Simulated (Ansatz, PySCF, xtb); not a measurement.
Dimer: C2H2 (SMILES C#C) (first 4 atoms) with HI (SMILES I); geometry from B3LYP-D3(BJ)/def2-TZVP, rigid monomers moved along the line of their centres of mass till C1···H6 is 2.30 Å.
(charge 0, multiplicity 1):
```xyz
6

C     -0.3317     0.1449     0.2793
C      0.8603     0.2362     0.3497
H     -1.3899     0.0640     0.2155
H      1.9186     0.3174     0.4106
I      0.0492    -0.0593     4.1432
H      0.1435     0.0441     2.5273
```

Counterpoise-corrected where a basis set is named; no monomer relaxation. Rows marked so take none.

Cores are frozen in the correlated methods. Filled d and f shells under p-block atoms count as core. Rows in 3-21G carry no dispersion term and start afresh at each structure; the Pople sets are all-electron and without relativity.

Run with Ansatz (Gaussian basis) for Hartree–Fock, density functionals and correlated methods; PySCF for 3-21G rows; xtb for the GFN methods. Each number belongs to the level named beside it. In def2 rows elements past Kr take small-core potentials, without spin–orbit coupling.

Question: One of these levels gives 0.79 kcal/mol for the interaction energy. Name it.
A. CCSD(T)/def2-TZVPPD
B. HF/3-21G (no counterpoise)
C. PBE/def2-TZVPPD
D. GFN1-xTB

Answer: B, HF/3-21G (no counterpoise). The others give 0.45 (GFN1-xTB), -1.37 (PBE/def2-TZVPPD), -0.45 (CCSD(T)/def2-TZVPPD)

Ansatz is a quantum-chemistry and plane-wave program.
